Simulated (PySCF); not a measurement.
## How the method changes the constants of BiBr⁺

State: ²Π (doublet), unpaired electrons π ↑. Set-up: Bi cc-pVDZ-PP with ECP60, Br cc-pVDZ-PP with ECP10; scalar-relativistic core potentials (PySCF 2.14). De refers to Bi⁺ + Br in their high-spin ground configurations, without counterpoise correction. The functionals are run spin-unrestricted. A positive dipole points towards Br; it is taken about the centre of mass and depends on that origin. Levels whose curve was spin-contaminated or gave no clean fit are not listed.

```tsv
Level	Re (Å)	ωe (cm⁻¹)	De (eV)	μ (D)
UHF	2.496	274	n/a	-3.58
UHF-CCSD	2.509	266	n/a	n/a
UHF-CCSD(T)	2.518	260	n/a	n/a
PBE	2.521	257	n/a	-2.06
TPSS	2.517	258	n/a	-2.24
r²SCAN	2.503	266	n/a	-2.36
M06-L	2.519	258	n/a	-2.50
PBE0	2.492	271	n/a	-2.47
HSE06	2.497	269	n/a	-2.42
BHandHLYP	2.492	274	n/a	-2.81
```

The bond length runs from 2.492 Å (BHandHLYP) to 2.521 Å (PBE).

Correlated steps freeze 8 core orbitals. These are scalar-relativistic numbers at best; spin–orbit coupling would shift them, the dissociation energy most. The state is the lowest determinant that a PBE0 search found; another state may lie lower at other levels.
